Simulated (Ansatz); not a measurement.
Members of the series SiXY, Y = silyl; each row names its spin state. All species are isolated molecules in the gas phase. One relaxed conformer stands for each flexible species; it need not be the lowest. Strings in code marks are SMILES.

Quantity: adiabatic spin-state energy, in eV.

Case: `[SiH3][Si]S`: multiplicity 3 minus multiplicity 1. The other species in the difference include `[SiH3][Si]S` (Si–Si–S–H torsion 180°) (neutral, multiplicity 1). Geometry of `S[Si][SiH3]` (neutral, multiplicity 3, Å):

```xyz
7

Si    -1.1319    -0.3529     0.3444
Si     0.3375     1.1424    -0.6873
S      2.2593     0.4035    -1.2256
H     -2.4183     0.3674     0.5290
H     -0.6120    -0.7858     1.6700
H     -1.3472    -1.5535    -0.5070
H      2.9127     0.7790    -0.1097
```

What is the computed adiabatic spin-state energy (B3LYP/cc-pVTZ // PBE0-D3(BJ)/def2-TZVP (Ansatz, a program for electronic structure))?

1.14 eV.
